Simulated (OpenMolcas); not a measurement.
**Lines of Nd III: computed and rescaled rates**

- Program: OpenMolcas
- Method: SS-RASPT2, IPEA 0.25 Eh, imaginary shift 0.1 Eh (closed shells correlated: 5s 5p)
- Basis: ANO-RCC-VTZP [8s7p5d3f2g1h]
- Scalar Hamiltonian: DKH2, point nucleus
- Active space: 4 electrons in 12 orbitals (RAS2 4f; RAS3 5d, at most 1 electron)
- State averaging: 2S+1 = 5 even, 35 roots (30 in the spin-orbit step); 2S+1 = 3 even, 126 roots kept (CI in the orbitals of an earlier block, 52 in the spin-orbit step); 2S+1 = 1 even, 122 roots kept (CI in the orbitals of an earlier block, 0 in the spin-orbit step); 2S+1 = 5 odd, 175 roots (90 in the spin-orbit step); 2S+1 = 3 odd, 128 roots kept (CI in the orbitals of an earlier block, 112 in the spin-orbit step); 2S+1 = 1 odd, 118 roots kept (CI in the orbitals of an earlier block, 13 in the spin-orbit step)
- Spin-orbit coupling: state interaction with AMFI integrals over the reference wave functions, term energies averaged over their components

Rates come from the transition moments of the reference wave functions (E1 in the length form). At fixed line strength A goes as λ^-3 for E1 and M1 and as λ^-5 for E2, so a rate at the computed wavelength can be rescaled to the measured one. Measured vacuum wavelengths follow from level energies in Ding et al., The Spectrum and Energy Levels of the Low-lying Configurations of Nd III (preprint, 2023). Branching counts E1 and M1 decays inside the model space alone, at computed energies, and the table is only a selection of the E1 lines, drawn from those between levels with measured partners whose computed energy lies within a factor of 1.5 of the measured one.

```
       Upper    Lower  Type  λ computed (nm)  λ measured (nm)  A computed (s-1)  A rescaled (s-1)  Branching %
4f3 5d 5I* 4  4f4 5I4    E1            545.5            529.6          5.57e+06          6.09e+06         95.8
4f3 5d 5K* 7  4f4 5I6    E1            630.5            614.7          6.30e+05          6.80e+05         92.7
4f3 5d 5K* 6  4f4 5I5    E1            649.1            632.9          5.83e+05          6.29e+05         93.8
4f3 5d 5K* 5  4f4 5I4    E1            670.6            655.2          5.35e+05          5.74e+05         95.7
4f3 5d 5I* 4  4f4 5I5    E1            584.4            563.5          2.45e+05          2.73e+05          4.2
4f3 5d 5K* 7  4f4 5I7    E1              694            669.3          4.95e+04          5.52e+04          7.3
4f3 5d 5K* 6  4f4 5I6    E1            712.1            687.3          3.82e+04          4.25e+04          6.2
4f3 5d 5K* 5  4f4 5I5    E1            730.3              708          2.42e+04          2.66e+04          4.3
4f3 5d 5L* 7  4f4 5I6    E1            699.6            686.6          1.05e+03          1.11e+03         87.6
4f3 5d 5L* 6  4f4 5I5    E1            726.3            713.2          6.56e+02          6.93e+02         80.4
4f3 5d 5L* 7  4f4 5I7    E1            778.6            755.4          9.19e+01          1.01e+02          7.7
4f3 5d 5L* 6  4f4 5I6    E1            806.1              783          8.64e+01          9.43e+01         10.6
4f3 5d 5L* 6  4f4 5I7    E1            912.8            873.9          7.37e+01          8.40e+01          9.0
```

The largest correction is for 4f3 5d 5L* 6 → 4f4 5I7 (E1): 7.37e+01 × (912.8 / 873.9)^3 = 8.40e+01 s-1, a factor of 1.14.

The computed rate and branching of 4f3 5d 5I* 4 → 4f4 5I4 give the upper level a radiative lifetime of 0.958 / 5.57e+06 s-1 = 1.72e-07 s, counting decays inside the model space alone. The rescaled rate gives about 1.6e-07 s.

The computed order of these levels differs from the measured one in 2 places, and where term gaps are wrong the rates of spin-changing lines can be off by large factors.

No measured rate stands beside these. Rescaling mends the energy factor alone: line strengths can still be far off where a level mixes with configurations outside the active space, and weak or spin-changing lines hang on small mixing coefficients that depend on the term gaps too, so rescaling need not improve them.

Term energies are means over components that CASPT2 splits; among the terms shown or strongly mixed into the levels shown the widest spread is 290 cm-1 (4f4 5I). Each CASPT2 term energy is a mean over a sample of three components. High states are left out of the spin-orbit mixing, which shifts the levels that they would mix with. Computed and measured levels are paired by configuration, term and J; levels that our copy of the source lacks, or whose pairing is in doubt (as where it misses far off the trend of its configuration), stay unpaired. Levels of configurations outside the active space are missing.

* marks odd parity.
